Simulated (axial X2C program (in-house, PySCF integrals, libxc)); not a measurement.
**ReH⁺: from Re and ωe to a spectrum**

A bond curve at the PBE0 level, 2c, was computed with an axial X2C code built on PySCF integrals (basis Re dyall-cv3z [13s14p9d7f4g], H dyall-v3z [6s2p1d] (cores contracted in-house)) for the state Ω = 5/2 (⟨Sz⟩ = 2.46, ⟨Lz⟩ = 0.04 at PBE0). Its fit gives Re = 1.6417 Å, ωe = 2083.9 cm⁻¹, ωexe = 36.7 cm⁻¹ and αe = 1.631e-01 cm⁻¹; the masses are 186.9558 and 1.0078 u. Two-component means X2C with spin–orbit coupling and atomic mean-field Coulomb and Gaunt terms.

(1) Find the reduced mass, Be and the force constant.

(2) Estimate the centrifugal constant by the Kratzer relation.

(3) Where do the fundamental and the first overtone lie?

(4) Scale the constants to the deuteride (D 2.0141 u) within the Born–Oppenheimer picture.

(5) A Morse curve ties αe to the other constants (Pekeris). How well does that hold?

The state is a single determinant with fixed occupations, the lowest that a limited PBE0 search found. Density functionals use the spin component along the axis (collinear). With several unpaired electrons one determinant need not be a pure state. This is the top spin component of a Σ state; components of lower Ω are not single determinants and can lie lower.

## Answers

(1) From the PBE0 values: μ = 1.0024 u. Be = 16.8576/(μ Re²) = 6.24 cm⁻¹. k = 5.8918×10⁻⁷ μ ωe² = 2.56 mdyn/Å.

(2) D = 4Be³/ωe² = 2.24e-04 cm⁻¹.

(3) ν(1←0) = ωe − 2ωexe = 2010.5 cm⁻¹; ν(2←0) = 2ωe − 6ωexe = 3947.6 cm⁻¹.

(4) ρ = √(μH/μD) = 0.7093; ωe = 1478.0, ωexe = 18.5, Be = 3.139 cm⁻¹; the zero-point energy falls by 298 cm⁻¹.

(5) αe(Morse) = 6Be²/ωe × (√(ωexe/Be) − 1) = 1.598e-01 cm⁻¹; the PBE0 curve gives 1.631e-01 cm⁻¹, a ratio of 0.98.
